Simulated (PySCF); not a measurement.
# Spinor energies of Se⁺ (selenium, charge +1)

Start: [Ar] 3d10 4s2 4p3; 4p3/2 filled at m_j = -1/2, +1/2, +3/2. Calculated with PySCF 2.14 in x2c-SVPall-2c with one added diffuse shell each of s, p, d type (6s7p4d, 47 functions): generalised Hartree-Fock with the X2C-1e Hamiltonian and a Gaussian nucleus; one run each with spin-orbit coupling (SO) switched off, then screened by Boettger's factors. This is a chosen level, not necessarily the ground level.

```tsv
spinor shell	electrons	ε, spin-free (eV)	ε, screened SO (eV)	weight of nominal j (screened SO)	rms radius, screened SO (bohr)
1s1/2	2	-12743.4	-12743.2	1.000	0.0508
2s1/2	2	-1705.9	-1705.8	1.000	0.212
2p1/2	2	-1497.1	-1525.8	1.000	0.187
2p3/2	4	-1497.1	-1483.2	1.000	0.190
3s1/2	2	-261.04	-261.02	1.000	0.613
3p1/2	2	-193.25	-197.59	0.996	0.629
3p3/2	4	-193.25	-191.13	0.998	0.639
3d3/2	4	-81.007	-81.606	0.962	0.696
3d5/2	6	-81.007	-80.584	0.975	0.697
4s1/2	2	-32.462	-32.455	1.000	1.91
4p3/2	3	-21.439	-21.438	0.632	2.28
```

| quantity | spin-free | screened SO |
| --- | --- | --- |
| E (hartree) | -2427.31351 | -2427.40978 |
| M_J | 3/2 | 3/2 |
| ⟨J²⟩ | 3.751 | 3.751 |
| ⟨L²⟩ | 0.000 | 0.015 |
| ⟨S²⟩ | 3.751 | 3.734 |

Each row is a mean over spinors that exchange with the open shell spreads, by up to 8.358 eV (4s1/2).

Rows whose weight is well below 1 are mixtures of j = l ± 1/2: exchange outweighs spin-orbit coupling there, and the label is only the starting occupation.

Without spin-orbit coupling the j labels of p, d and f shells carry no meaning; the spin-free column gives the mean over the occupied spinors of each nl shell.
